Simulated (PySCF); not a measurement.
H₂BN, triplet, at a GFN2-xTB geometry (a higher spin typed on purpose: for a closed-shell molecule this is an excited state), atoms displaced at random by about 0.08 Å a coordinate; PBE0/def2-SVP, gradient in PySCF.

The PySCF input:
```python
from pyscf import gto, scf, dft

mol = gto.Mole()
mol.atom = '''
    B     0.773846   -0.113003    0.452496
    N    -0.439504    0.059536   -0.148286
    H     1.514471    0.100397   -0.427912
    H    -0.787194    0.561201   -0.889834
'''
mol.basis = 'def2-svp'
mol.charge = 0
mol.spin = 2
mol.verbose = 4
mol.build()

mf = dft.UKS(mol)
mf.xc = 'pbe0'
mf.grids.level = 1
mf.kernel()
g = mf.nuc_grad_method()
g.grid_response = False
grad = g.kernel()
```

Problem. Predict the main parts of the log of this PySCF run.

Solution. 
```
PySCF version 2.14.0

[INPUT] verbose = 4
[INPUT] num. atoms = 4
[INPUT] num. electrons = 14
[INPUT] charge = 0
[INPUT] spin (= nelec alpha-beta = 2S) = 2
[INPUT] symmetry False subgroup None
[INPUT] Mole.unit = angstrom
[INPUT] Symbol           X                Y                Z      unit          X                Y                Z       unit  Magmom
[INPUT]  1 B      0.773846000000  -0.113003000000   0.452496000000 AA    1.462357002590  -0.213544721254   0.855093512461 Bohr   0.0
[INPUT]  2 N     -0.439504000000   0.059536000000  -0.148286000000 AA   -0.830542190651   0.112506734552  -0.280219928107 Bohr   0.0
[INPUT]  3 H      1.514471000000   0.100397000000  -0.427912000000 AA    2.861935413596   0.189722833728  -0.808636485415 Bohr   0.0
[INPUT]  4 H     -0.787194000000   0.561201000000  -0.889834000000 AA   -1.487581066901   1.060516190832  -1.681542556326 Bohr   0.0

nuclear repulsion = 23.0064999397057
number of shells = 18
number of NR pGTOs = 62
number of NR cGTOs = 38
basis = def2-svp
ecp = {}

******** <class 'pyscf.dft.uks.UKS'> ********
method = UKS
initial guess = minao
damping factor = 0
level_shift factor = 0
DIIS = <class 'pyscf.scf.diis.CDIIS'>
diis_start_cycle = 1
diis_space = 8
diis_damp = 0
SCF conv_tol = 1e-09
SCF conv_tol_grad = None
SCF max_cycles = 50
direct_scf = True
direct_scf_tol = 1e-13
number electrons alpha = 8  beta = 6
XC library pyscf.dft.libxc version 7.1.2
    S. Lehtola, C. Steigemann, M. J. T. Oliveira, and M. A. L. Marques,  SoftwareX 7, 1–5 (2018)
XC functionals = pbe0
    C. Adamo and V. Barone,  J. Chem. Phys. 110, 6158 (1999)
    M. Ernzerhof and G. E. Scuseria,  J. Chem. Phys. 110, 5029 (1999)
radial grids:
    Treutler-Ahlrichs [JCP 102, 346 (1995); DOI:10.1063/1.469408] (M4) radial grids

becke partition: Becke, JCP 88, 2547 (1988); DOI:10.1063/1.454033
pruning grids: <function nwchem_prune>
grids dens level: 1
symmetrized grids: False
atomic radii adjust function: <function treutler_atomic_radii_adjust>
small_rho_cutoff = 0
Set gradient conv threshold to 3.16228e-05
tot grids = 15248
init E= -80.5634935978951

cycle= 1 E= -80.4670792870513  delta_E= 0.0964  |g|= 0.144  |ddm|= 1.54
cycle= 2 E= -80.4703953837452  delta_E= -0.00332  |g|= 0.157  |ddm|= 0.268
cycle= 3 E= -80.4816999997814  delta_E= -0.0113  |g|= 0.0394  |ddm|= 0.151
cycle= 4 E= -80.4826684878611  delta_E= -0.000968  |g|= 0.0119  |ddm|= 0.0529
cycle= 5 E= -80.4827835448407  delta_E= -0.000115  |g|= 0.0023  |ddm|= 0.0197
cycle= 6 E= -80.4827941397216  delta_E= -1.06e-05  |g|= 0.000929  |ddm|= 0.00732
cycle= 7 E= -80.4827969114363  delta_E= -2.77e-06  |g|= 0.000329  |ddm|= 0.00374
cycle= 8 E= -80.4827975631385  delta_E= -6.52e-07  |g|= 0.000212  |ddm|= 0.00142
cycle= 9 E= -80.482798007046  delta_E= -4.44e-07  |g|= 0.000138  |ddm|= 0.00144
cycle= 10 E= -80.4827982454542  delta_E= -2.38e-07  |g|= 4.98e-05  |ddm|= 0.00152
cycle= 11 E= -80.482798275019  delta_E= -2.96e-08  |g|= 1.48e-05  |ddm|= 0.000625
cycle= 12 E= -80.4827982761614  delta_E= -1.14e-09  |g|= 7.19e-06  |ddm|= 9.45e-05
cycle= 13 E= -80.4827982762852  delta_E= -1.24e-10  |g|= 5.13e-06  |ddm|= 3.37e-05
Extra cycle  E= -80.4827982762808  delta_E= 4.38e-12  |g|= 7.29e-06  |ddm|= 1.05e-05
converged SCF energy = -80.4827982762808  <S^2> = 2.0029479  2S+1 = 3.0019646

******** <class 'pyscf.grad.uks.Gradients'> for <class 'pyscf.dft.uks.UKS'> ********
unit = Eh/Bohr
grid_response = False
--------------- UKS gradients ---------------
         x                y                z
0 B     0.0107689389     0.0067589864    -0.0134839694
1 N    -0.0023886520     0.0280613883    -0.0513576723
2 H    -0.0295737950    -0.0055434947     0.0165266785
3 H     0.0212007385    -0.0293065874     0.0485196327
----------------------------------------------
```
